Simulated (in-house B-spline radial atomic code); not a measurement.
Radial electron density of Ru4+, [Kr] 4d4. Computed with a B-spline radial code for spherical atoms: Dirac-Kohn-Sham BHandHLYP, spherical fractional occupations, Fermi nucleus of rms radius 4.4809 fm.

Caution: exact exchange at fractional occupations of open shells leaves self-interaction of up to several eV.

Columns: r (bohr), 4πr²n(r) (electrons per bohr), bar.

```
 0.00122    1.409 #
 0.00149    2.009 #
 0.00181    2.824 ##
 0.00221     3.98 ###
 0.00269    5.536 ####
 0.00328    7.652 #####
 0.00399    10.42 #######
 0.00486    14.02 #########
 0.00593    18.61 ############
 0.00722    24.13 ###############
  0.0088    30.56 ####################
  0.0107     37.5 ########################
  0.0131    44.68 #############################
  0.0159    50.69 ################################
  0.0194    54.97 ###################################
  0.0236    56.45 ####################################
  0.0288    54.97 ###################################
  0.0351    51.54 #################################
  0.0427    48.47 ###############################
  0.0521    48.58 ###############################
  0.0634    53.52 ##################################
  0.0773    61.91 ########################################
  0.0942    68.76 ############################################
   0.115    68.47 ############################################
    0.14    59.93 ######################################
    0.17    49.19 ###############################
   0.207    44.58 #############################
   0.253       49 ###############################
   0.308    54.34 ###################################
   0.375    50.36 ################################
   0.457    36.18 #######################
   0.557     21.2 ##############
   0.679    13.91 #########
   0.827    13.41 #########
    1.01    13.37 #########
    1.23    10.47 #######
     1.5     6.17 ####
    1.82    2.868 ##
    2.22    1.032 #
    2.71   0.2887 
     3.3  0.05978 
    4.02 0.007847 
    4.89 0.0005807
```

On this grid the curve has 3 maxima, near 0.0236, 0.0942, 0.308 bohr.

The 4p1/2 radial function P(r) = rR(r), positive near the nucleus, with its small component Q(r) (sign convention: Q ≈ (P' + κP/r)/2c):

| r (bohr) | P | Q |
| --- | --- | --- |
| 0.001 | 0.001347 | 0.005195 |
| 0.00149 | 0.00229 | 0.007468 |
| 0.00221 | 0.003996 | 0.01062 |
| 0.00328 | 0.007194 | 0.01494 |
| 0.00486 | 0.01323 | 0.02066 |
| 0.00722 | 0.02474 | 0.02797 |
| 0.0107 | 0.04605 | 0.03648 |
| 0.0159 | 0.08442 | 0.04511 |
| 0.0236 | 0.1479 | 0.05117 |
| 0.0351 | 0.2398 | 0.05036 |
| 0.0521 | 0.3388 | 0.03802 |
| 0.0773 | 0.3744 | 0.01336 |
| 0.115 | 0.225 | -0.01494 |
| 0.17 | -0.1573 | -0.02823 |
| 0.253 | -0.547 | -0.01576 |
| 0.375 | -0.4274 | 0.007953 |
| 0.557 | 0.3408 | 0.01725 |
| 0.827 | 1.042 | 0.008466 |
| 1.23 | 0.9428 | -0.0006951 |
| 1.82 | 0.397 | -0.001759 |
| 2.71 | 0.06864 | -0.000438 |
| 4.02 | 0.003664 | -2.786e-05 |
